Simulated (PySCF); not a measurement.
Name the molecule from its bond curve

A diatomic of charge -1 contains K. Its quartet curve at PBE0 in a double-zeta basis (spin-free X2C with a Gaussian nucleus, PySCF), in eV from the separated fragments:

(R (Å), E (eV)): (2.338, -0.745), (2.447, -0.899), (2.556, -0.979), (2.637, -1.005), (2.719, -1.010), (2.801, -1.001), (2.909, -0.974), (3.045, -0.925), (3.208, -0.858), (3.426, -0.767)

The fit gives ωe = 247 cm⁻¹ and the rotational constant Bₑ = 0.2237 cm⁻¹.

Task: Which atom is the partner?

Result: The minimum lies at 2.705 Å, so the reduced mass is 16.8576 u Å² cm⁻¹/(Bₑ·Re²) = 10.30 u. With K at 38.96 u the partner weighs about 14.0 u: N. The molecule is KN⁻.

The highest Kohn–Sham level is positive in this anion. Much of that is self-interaction error, but it also means that the finite basis helps to hold the extra electron. The state is the lowest determinant that a PBE0 search found; another state may lie lower at other levels.
